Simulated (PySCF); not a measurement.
An excited-state job on `C=C([CH2][GeH3])O[SiH2]O`.

Computed with TDDFT wB97X-D/def2-SVPD, vertical, gas phase, core orbitals frozen in the response (PySCF 2.14.0, density-fitted response routines). Geometry: GFN2-xTB. A driver script takes a list of jobs; this job's settings line and coordinates (Å) are shown.

Command:
```bash
OMP_NUM_THREADS=1 python probes_run.py task.json out
```

Input:
```
{"job": {"kind": "uv", "xc": "wB97X-D", "basis": "def2-SVPD", "nstates": 8, "ntriplets": 3}, "charge": 0, "multiplicity": 1}
C     -0.256023    -1.111622     1.920083
C      0.227079    -0.642045     0.781105
C      1.664924    -0.671084     0.377712
Ge     1.987425     0.944214    -0.718022
O     -0.525814    -0.023691    -0.173540
Si    -2.149885     0.079373    -0.363012
O     -2.911049     0.865553     0.834825
H     -1.301041    -1.047349     2.163472
H      0.391469    -1.579054     2.638715
H      2.316906    -0.735980     1.247536
H      1.853669    -1.554613    -0.237673
H      1.468420     2.166523    -0.031953
H      1.378399     0.858675    -2.075237
H      3.464842     1.149004    -0.911459
H     -2.786642    -1.225094    -0.298074
H     -2.168372     0.795959    -1.627833
H     -2.661306     1.743263     1.112907
```

Output:
```
coarse grid: 64448 points
cycle   1  E = -2636.6071289087  dE =  3.295e-01  |g| = 9.118e-01  |ddm| = 6.160e+00
cycle   2  E = -2636.5917530651  dE =  1.538e-02  |g| = 9.986e-01  |ddm| = 2.422e+00
cycle   3  E = -2636.7587402187  dE = -1.670e-01  |g| = 7.041e-02  |ddm| = 1.123e+00
cycle   4  E = -2636.7596408410  dE = -9.006e-04  |g| = 3.631e-02  |ddm| = 1.781e-01
cycle   5  E = -2636.7598963579  dE = -2.555e-04  |g| = 8.258e-03  |ddm| = 7.418e-02
cycle   6  E = -2636.7599090000  dE = -1.264e-05  |g| = 3.027e-03  |ddm| = 2.508e-02
cycle   7  E = -2636.7599111521  dE = -2.152e-06  |g| = 9.487e-04  |ddm| = 7.145e-03
final grid: 134728 points
cycle   8  E = -2636.7594387487  dE = -1.581e-06  |g| = 1.403e-03  |ddm| = 1.940e-02
cycle   9  E = -2636.7594386056  dE =  1.431e-07  |g| = 1.729e-03  |ddm| = 4.523e-03
cycle  10  E = -2636.7594391338  dE = -5.282e-07  |g| = 1.258e-04  |ddm| = 2.077e-03
cycle  11  E = -2636.7594391373  dE = -3.550e-09  |g| = 6.583e-05  |ddm| = 3.920e-04
cycle  12  E = -2636.7594391383  dE = -1.030e-09  |g| = 1.173e-05  |ddm| = 2.967e-04
cycle  13  E = -2636.7594391384  dE = -4.775e-11  |g| = 4.252e-06  |ddm| = 7.301e-05
converged SCF energy = -2636.7594391384

Static polarisability (au): isotropic 97.473, principal 81.318 98.594 112.506

Singlet excitations
state   eV       nm        f      main configurations
  1   6.5598    189.0   0.13449   H->L 0.76
  2   6.7509    183.7   0.09705   H->L+1 0.54, H->L+2 0.24
  3   7.3730    168.2   0.13528   H->L+2 0.47, H->L+3 0.17, H->L 0.12
  4   7.6032    163.1   0.00264   H->L+3 0.32, H->L+1 0.22, H->L+6 0.16
  5   7.7586    159.8   0.00470   H->L+5 0.36, H->L+4 0.33, H->L+3 0.10
  6   8.0953    153.2   0.02085   H->L+5 0.24, H-1->L+1 0.12, H->L+4 0.12
  7   8.1263    152.6   0.04264   H->L+6 0.26, H-3->L 0.21, H-2->L 0.13
  8   8.1348    152.4   0.04919   H->L+6 0.33, H-2->L 0.13, H-2->L+1 0.10

Triplet excitations (Tamm-Dancoff, eV): 4.4685 6.6498 7.0880
```

The SCF starts on a coarse grid where the log names one; the energy can jump when the final grid takes over, and dE then counts from the start density on the new grid. H and L stand for HOMO and LUMO; the number after each pair is its weight.

**Question.** Give S1 in cm⁻¹ and kJ/mol.

**Answer.** 6.5598 eV × 8065.54 = 52908 cm⁻¹; × 96.485 = 632.9 kJ/mol.

**Question.** How does the lowest singlet excitation compare with the HOMO–LUMO gap?

**Answer.** HOMO -8.77 eV and LUMO 1.66 eV give a gap of 10.43 eV; S1 at 6.56 eV lies 3.87 eV below it.

In short: HOMO -8.77 eV, LUMO 1.66 eV; lowest singlet 6.56 eV; lowest triplet 4.47 eV (Tamm–Dancoff); mean polarisability 97.5 au.

 Relativistic effects, spin–orbit coupling among them, are left out although an element past zinc is present.

**Question.** Estimate the wall time. Hardware: one thread, Arm Neoverse N1 (aarch64), shared host with 64 logical CPUs at a one-minute load of 61. And the peak memory of the process?

**Answer.** About 2.4 min, with 1.1 GiB resident at the peak, the Python interpreter and its libraries included.

One conformer stands for the species.
Labels such as C1 count atoms from 1, the log's own numbers from 0.

Note: wB97X-D ran without an empirical dispersion term, which enters the total energy and its gradient alone.
